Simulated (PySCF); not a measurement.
Gas-phase reaction: GeF4 + HF ⇌ GeHF3 + F2

Method: PySCF energies plus ideal-gas RRHO corrections (1 bar). † marks an energy on the PBE0/def2-TZVP geometry and frequencies; other levels use their own. 6-31G* has spherical d functions here. All species are closed-shell singlets. B3LYP is the form with VWN-RPA correlation. Ge: all electrons, no relativistic terms. GeHF3: computed as isolated molecules; such fragments, hydroxides, amides, oligomers or adducts are transient or little studied in the gas. The harmonic model lacks anharmonicity and excited electronic states, which grow with temperature; levels with a mode under 35 cm⁻¹ are left out.

```csv
level,"ΔE electronic, kJ","ΔH°(298 K), kJ","ΔS°(298 K), J/K","ΔG°(1400 K), kJ"
B3LYP/def2-TZVP†,558,552,20,528
HF/6-31G*,574,569,20,546
HF/def2-TZVP†,624,618,20,595
PBE/def2-SVP,509,503,19,480
PBE0/def2-SVP†,543,536,20,513
```
ΔH° is lowest at PBE/def2-SVP and highest at HF/def2-TZVP†. No reference value is set beside these.
